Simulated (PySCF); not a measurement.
Computed spin Hamiltonian

Compound: C₇H₆O₂ (charge +1 and doublet state).
Cartesian coordinates in Å at the GFN2-xTB level; atoms count from 1:
```xyz
15
C7H6O2 angstrom
C      2.192   -0.388    0.042
C      0.755   -0.034   -0.019
C      0.243    1.191    0.041
C     -1.199    1.526    0.068
O     -1.637    2.631    0.118
C     -2.072    0.300    0.034
C     -1.595   -0.926   -0.042
C     -0.143   -1.252   -0.165
O      0.278   -2.341   -0.378
H      2.448   -1.045   -0.792
H      2.399   -0.957    0.951
H      2.815    0.503    0.031
H      0.872    2.075    0.065
H     -3.130    0.530    0.075
H     -2.230   -1.806   -0.050
```

The species is `C[C+]1[CH]C(=O)C=CC1=O` [radical] (charge +1).

The calculation used UKS B3LYP, pcH-1 on C H O, non-relativistic, mean-field spin-orbit, GIAO (PySCF 2.14.0). Isolated species at its GFN2-xTB geometry, gas phase. The geometry wasn't refined by DFT: couplings that depend on bond lengths, twists or pyramidal angles can differ widely from those at the functional's own minimum, by a factor of two or more for some ions and for spin on atoms past the first row. The SCF solution wasn't tested for stability.

```json
{
  "g1, g2, g3": "2.00195, 2.00233, 2.00819",
  "g_iso": "2.00416",
  "Form of g": "close to axial: the two nearest values differ by 6 % of g3 − g1",
  "⟨S²⟩": "0.7556 (exact 0.7500)",
  "α and β electrons": "32, 31",
  "Total energy": "-420.44305 Eh"
}
```

Isotropic coupling and dipolar principal values T1 to T3, in mT (MHz turned into mT with g_iso):

| atom | isotope | a_iso | T1 | T2 | T3 | Mulliken spin population |
| --- | --- | --- | --- | --- | --- | --- |
| C1 | 13C | 0.19 | -0.19 | -0.16 | 0.34 | 0.04 |
| C2 | 13C | 0.89 | -0.49 | -0.31 | 0.80 | 0.07 |
| C3 | 13C | 1.81 | -0.43 | -0.39 | 0.82 | 0.10 |
| C4 | 13C | -1.31 | -0.49 | 0.02 | 0.46 | -0.02 |
| O5 | 17O | -0.73 | -3.77 | 1.71 | 2.06 | 0.36 |
| C6 | 13C | 1.89 | -0.38 | -0.33 | 0.71 | 0.08 |
| C7 | 13C | 1.61 | -0.34 | -0.23 | 0.57 | 0.05 |
| C8 | 13C | -1.00 | -0.39 | -0.02 | 0.40 | -0.01 |
| O9 | 17O | -0.52 | -2.73 | 1.29 | 1.44 | 0.25 |
| H10 | 1H | 0.56 | -0.12 | 0.04 | 0.09 | 0.00 |
| H11 | 1H | -0.17 | -0.08 | -0.05 | 0.12 | 0.00 |
| H12 | 1H | 0.11 | -0.12 | 0.02 | 0.11 | 0.00 |
| H13 | 1H | 2.53 | -0.21 | -0.01 | 0.22 | 0.03 |
| H14 | 1H | 2.25 | -0.20 | 0.01 | 0.19 | 0.03 |
| H15 | 1H | 2.54 | -0.16 | -0.01 | 0.17 | 0.03 |

The Mulliken spin populations are largest on O5 (+0.36), O9 (+0.25), C3 (+0.10) and C6 (+0.08).

The SMILES `C[C+]1[CH]C(=O)C=CC1=O` draws the unpaired electron on C3, whose computed spin population is only +0.10.

Axes: g1 points within 10° of the C8–O9 bond.

Under fast tumbling the dipolar parts average out, and these isotropic splittings remain: 1 × 1H (H15, I = 1/2, 2 lines) with 2.54 mT, 1 × 1H (H13, I = 1/2, 2 lines) with 2.53 mT, 1 × 1H (H14, I = 1/2, 2 lines) with 2.25 mT and 3 × 1H (H10/H11/H12, I = 1/2, 4 lines) with 0.17 mT.

Class means assume fast exchange of nuclei equivalent by connectivity; if that motion is slow, each nucleus keeps its own coupling. The three 1H nuclei of mean +4.7 MHz run from -4.7 to 15.7 MHz in the frozen geometry.

The 13C coupling of C6 (53.0 MHz) shows only in satellite lines or after enrichment, since that isotope makes up about 1.07 % of natural carbon.

The 17O coupling of O5 (-20.4 MHz) shows only in satellite lines or after enrichment, since that isotope makes up about 0.038 % of natural oxygen.

The run took 80 s (with the writing of density and orbital grids) on one thread of an Arm Neoverse V2, no GPU, shared host with 96 logical CPUs at a one-minute load of 30, and the process peaked at 1.1 GiB of memory.
